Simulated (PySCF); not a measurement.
Species: C₅H₃NOS.
Bonds: N1–C2 (triple), C2–S3, S3–C4, C4–C5 (aromatic), C5–C6 (aromatic), C6–O7 (aromatic), O7–C8 (aromatic), C4–C8 (aromatic). Hydrogens: H9 on C5; H10 on C6; H11 on C8.

Level: wB97X-D/pcSseg-2 in PySCF, non-relativistic, on one gas-phase PBE0-D3(BJ)/def2-TZVP geometry that isn't relaxed in the solvent. The solvent is an IEF-PCM continuum (cavity from Bondi-type radii × 1.2). Only the electrostatic response of the medium enters.

Gas phase at wB97X-D/pcSseg-2: HOMO -8.78 eV, LUMO 0.91 eV, dipole 4.03 D.

Q: What does the continuum do to the energy, the frontier levels and the dipole at wB97X-D/pcSseg-2 in chloroform?

A: 
```tsv
solvent	ε	E(solvent) − E(gas) (kJ/mol)	polarisation term (kJ/mol)	distortion of the solute (kJ/mol)	HOMO (eV)	LUMO (eV)	dipole (D)
chloroform	4.711	-18.14	-20.55	2.41	-8.62	0.95	4.90
```

The first energy column is the sum of the next two and covers electrostatics alone.

Q: Which radius a makes the point-dipole formula ΔE = −[(ε − 1)/(2ε + 1)]·μ²/a³ give the value in chloroform, with the gas-phase dipole?

A: μ = 1.585 au and |ΔE| = 0.00691 Eh give a = 2.68 Å; the farthest nucleus lies 3.65 Å from the centroid of the nuclei, so such a sphere wouldn't even hold the nuclei. The formula assumes a rigid point dipole at the centre of a sphere.

The values belong to the conformer `[N:1]#[C:2][S:3][c:4]1[cH:5][cH:6][o:7][cH:8]1`: C2–S3–C4–C5 -179°.

Note: wB97X-D ran without an empirical dispersion term, which enters the total energy and its gradient alone.
